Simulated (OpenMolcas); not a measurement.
**Ge: effect of the active space**

```yaml
Program: OpenMolcas
Method: CASSCF or its RAS form
Basis: ANO-R3
Scalar_Hamiltonian: X2C, finite nucleus
Spin-orbit_coupling: RASSI with atomic mean-field integrals over the reference wave functions, term energies averaged over their components
```

A. 2 electrons in 3 orbitals (4p); 2S+1 = 3 even, 3 roots; 2S+1 = 1 even, 6 roots; cost roughly 5 core-seconds
B. 4 electrons in 4 orbitals (4s 4p); 2S+1 = 3 even, 3 roots; 2S+1 = 1 even, 6 roots; 2S+1 = 5 odd, 1 root; 2S+1 = 3 odd, 5 roots; cost about 21 core-seconds
C. 2 electrons in 9 orbitals (RAS2 4p; RAS3 4d 5s, at most 1 electron); 2S+1 = 3 even, 3 roots; 2S+1 = 1 even, 6 roots; 2S+1 = 3 odd, 3 roots; 2S+1 = 1 odd, 3 roots; cost roughly 25 core-seconds

Energies in cm-1 above 4s2 4p2 3P0, the measured ground level; measured values from NIST Handbook of Basic Atomic Spectroscopic Data.

```json
{"Level": "4s2 4p2 3P0", "A": "0.0", "B": "0.0", "C": "0.0", "Measured": "0.0"}
{"Level": "4s2 4p2 3P1", "A": "465", "B": "485", "C": "465", "Measured": "557"}
{"Level": "4s2 4p2 3P2", "A": "1239", "B": "1258", "C": "1239", "Measured": "1410"}
{"Level": "4s2 4p2 1D2", "A": "9354", "B": "9469", "C": "9354", "Measured": "7125"}
{"Level": "4s2 4p2 1S0", "A": "21750", "B": "16910", "C": "21750", "Measured": "16367"}
```

Deviations, from unrounded energies. A percentage is the sum of absolute deviations over the sum of measured energies, with the sign that they share, or ± where signs differ.

```csv
Against measurement,Levels,A,B,C
mean absolute deviation (cm-1),4,2000,780,2000
fine structure of the ground term (%),2,-13.4,-11.4,-13.4
other terms of the ground configuration (%),2,+32.4,+12.3,+32.4
```

B lies closest to measurement on these levels and C furthest from it. The largest miss of B in the table is 4s2 4p2 1D2, by +2300 cm-1. The ranking rests on the paired levels alone, and a cruder setting can come out closer through cancelling errors.

Among A to C the level of the table that moves most is 4s2 4p2 1S0, by 4800 cm-1 (lowest in B, highest in C).

Without dynamic correlation excited terms often stand tens of per cent too high (terms of higher spin than the ground term too low), and those without a measured partner can miss by more than the paired ones. With the s shell closed, the reference lacks s² → p² mixing (holds for A; C). No level of 4s2 4p 4d was computed, though it lies in the active space (holds for C). Measured partners are found by configuration, term and J. A level has none where our copy of the source lacks it or the pairing is in doubt (some pairs that miss far off the trend of their configuration count as doubtful), and it then counts in no deviation. Only configurations of the active space appear. Levels that lie high or do not pair safely by name in every column are left out.
